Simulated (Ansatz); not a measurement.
CH5IO, singlet: a pair in one relaxed arrangement.

The input file, in.yaml:

```yaml
crystal:
  periodic: [false, false, false]
  atoms:
    - {symbol: O, position_ang: [0.313521, -0.256033, -2.030286]}
    - {symbol: H, position_ang: [0.393094, 0.509144, -2.604106]}
    - {symbol: H, position_ang: [-0.592152, -0.227545, -1.702560]}
    - {symbol: C, position_ang: [0.204631, -0.036185, 1.320171]}
    - {symbol: I, position_ang: [-1.855776, 0.248082, 0.844749]}
    - {symbol: H, position_ang: [0.527012, 0.829786, 1.889875]}
    - {symbol: H, position_ang: [0.277385, -0.945802, 1.908036]}
    - {symbol: H, position_ang: [0.732384, -0.121446, 0.374122]}
basis:
  gaussian: {orbitals: def2-SVP}
hamiltonian: {xc: lda}
```

Launched with

```bash
ansatz run in.yaml --threads 4 --pin off --events-out ev --progress --plain --max-ram 9574MiB
```

Output of Ansatz 0.2.0:

```
Functional definition: SPW92
  name "SPW92"
  cite "Dirac, Proc. Camb. Phil. Soc. 26, 376 (1930) doi:10.1017/S0305004100016108"
  cite "Slater, Phys. Rev. 81, 385 (1951) doi:10.1103/PhysRev.81.385"
  cite "Perdew & Wang, Phys. Rev. B 45, 13244 (1992) doi:10.1103/PhysRevB.45.13244"
  exchange = slater_x
  correlation = pw_c
907 factors; their error is unknown
mean field evaluation 1: about -11215.4183 eV, gradient 7.2e1 eV
mean field evaluation 2: about -11189.8651 eV, gradient 1.2e2 eV
mean field evaluation 4: about -11226.4659 eV, gradient 7.3e0 eV
mean field evaluation 8: about -11226.5900 eV, gradient 2.5e-1 eV
mean field evaluation 16: about -11226.5715 eV, gradient 6.9e-5 eV
mean field -11226.57150026 eV, -412.5688929912 hartree, gradient 6.9e-5 eV, S^2 0.000000; 0 other end points of the search recorded, 0 dependent functions left out
reference -11226.57152895 eV, -412.5688940452 hartree; 22, 22 occupied and 57, 57 virtual orbitals, 907 factors
Total energy: -11226.57152895 eV, -412.5688940452 hartree
```

The lines “mean field evaluation” count trial sets of orbitals through the whole run, from several starts and some on an approximate energy, so they need not fall steadily or lie above the final value.

Hardware: 4 CPU threads of an Arm Neoverse V2, shared host. Wall time about 0.3 s.
